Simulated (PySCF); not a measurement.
C2H5FO2Si. Atoms are numbered in the order given.

```xyz
11

C     -1.6430    -0.6862     0.6965
Si    -0.5341     0.5591    -0.1052
F     -1.1858     1.0644    -1.5011
O      0.9247    -0.1708    -0.6366
C      1.7916    -0.6833     0.2393
O      1.6231    -0.7067     1.4310
H     -1.1746    -1.0546     1.6219
H     -2.6204    -0.2426     0.9439
H     -1.8100    -1.5409     0.0218
H     -0.2093     1.7554     0.6998
H      2.6896    -1.0867    -0.2744
```

Coordinates come from a B3LYP-D3(BJ)/def2-SVP optimisation. The structure was generated by enumeration; whether it is a known compound was not checked. One conformer was computed; it need not be the lowest.

Computed with PBE/pcSseg-1 in PySCF.

GIAO shieldings, no solvent; atoms alike by connectivity are averaged. δ = σ(ref) − σ: ¹³C against TMS (σ = 182.0 ppm); ²⁹Si against TMS (σ = 335.4 ppm); ¹⁹F against CFCl3 (σ = 133.6 ppm); ¹⁷O against H2O (σ = 334.3 ppm); ¹H against TMS (σ = 31.49 ppm), references at their B3LYP-D3(BJ)/def2-TZVP geometries, non-relativistic.

| atoms | nucleus | count | δ (ppm) |
|---|---|---|---|
| C5 | ¹³C | 1 | (withheld) |
| C1 | ¹³C | 1 | (withheld) |
| Si2 | ²⁹Si | 1 | 11.9 |
| F3 | ¹⁹F | 1 | (withheld) |
| O6 | ¹⁷O | 1 | 479.3 |
| O4 | ¹⁷O | 1 | 261.4 |
| H11 | ¹H | 1 | 8.19 |
| H10 | ¹H | 1 | (withheld) |
| H7, H8, H9 | ¹H | 3 | 0.93 |

Q: Complete the blanks. (An estimate is asked for; the answer gives what the named calculation found.)

A: 
- C1, δ (ppm): 1.9
- C5, δ (ppm): 164.7
- F3, δ (ppm): -198.5
- H10, δ (ppm): 5.96
